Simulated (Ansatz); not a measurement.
BH8NSi2 can be A, `BN([SiH3])[SiH3]`, or B, `NB[SiH2][SiH3]`.

Program: Ansatz. Geometries: PBE0-D4/def2-TZVP. ΔE: electronic, gas phase. CBS: MP2 limit from def2 TZ/QZ plus the TZ coupled-cluster correction, frozen cores. Functionals use def2-TZVPP. B3LYP here is the variant with VWN-RPA as its local correlation; programs differ in this. One conformer a species, not always the lowest.

A:

Z-matrix (Å, degrees):
```
Si
N 1 1.751
H 1 1.486 2 109.8
H 1 1.481 2 108.6 3 120.7
H 1 1.486 2 109.8 3 -118.7
Si 2 1.756 1 120.4 3 59.2
B 2 1.409 1 122.4 3 -120.9
H 6 1.483 2 110.5 1 -119.3
H 6 1.487 2 107.5 1 -0.1
H 6 1.483 2 110.5 1 119.2
H 7 1.198 2 120.6 1 0.0
H 7 1.203 2 119.0 1 -180.0
```

B:

Z-matrix (Å, degrees):
```
Si
B 1 2.014
Si 1 2.342 2 110.3
H 1 1.496 2 112.2 3 -119.9
H 1 1.492 2 111.7 3 119.4
N 2 1.386 1 121.2 3 108.9
H 2 1.199 1 121.1 3 -69.3
H 3 1.489 1 110.5 2 58.0
H 3 1.490 1 110.3 2 -61.3
H 3 1.489 1 111.7 2 178.6
H 6 1.007 2 123.6 1 2.0
H 6 1.007 2 123.0 1 -178.2
```

Which isomer does CCSD(T)/CBS put lower? Give the gap. (Best estimate.)

The calculation gave: A, by 20.9 kcal/mol.

Give E(B) − E(A) in kcal/mol with MP2/def2-TZVPP, B3LYP, PBE-D4, CCSD(T)/def2-TZVPP, HF/def2-TZVPP, ωB97M-V, B2PLYP. (Estimate.)

The calculation gave: MP2/def2-TZVPP 24.2, B3LYP 18.0, PBE-D4 10.9, CCSD(T)/def2-TZVPP 20.6, HF/def2-TZVPP 27.2, ωB97M-V 21.3, B2PLYP 20.8. None reverses the order clearly.

Largest T1 diagnostic: 0.014.

In def2-TZVPP, CCSD(T) changes the Hartree–Fock value by −6.6 kcal/mol (the triples alone add −0.8 kcal/mol) and MP2 by −3.0 kcal/mol. From PBE to PBE0 (25 % exact exchange), in def2-TZVPP and without D4, E(B) − E(A) moves by +3.1 kcal/mol.
